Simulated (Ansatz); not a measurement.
Species: C2H5I3Si, SMILES `CC[Si](I)(I)I` (C–C–Si–I torsion 180°) (charge 0, multiplicity 1).

### Question
Give a relaxed geometry from B3LYP-D3(BJ)/def2-SVP run with Ansatz (a program for electronic structure).

### Answer
This is not unique; one that fits is the end point of this relaxation, one of several conformers (outside a Z-matrix the atoms follow the SMILES, hydrogens last).
Z-matrix (Å, degrees):
```
C
H 1 1.1039
H 1 1.1039 2 106.72
C 1 1.5301 2 111.56 3 122.09
H 4 1.1008 1 111.39 2 -179.44
H 4 1.1008 5 107.79 1 122.48
H 4 1.1013 5 107.80 6 116.11
Si 1 1.8810 2 105.63 3 -112.09
I 8 2.4671 1 108.94 2 56.43
I 8 2.4698 1 109.78 2 176.36
I 8 2.4698 1 109.78 2 -63.50
```
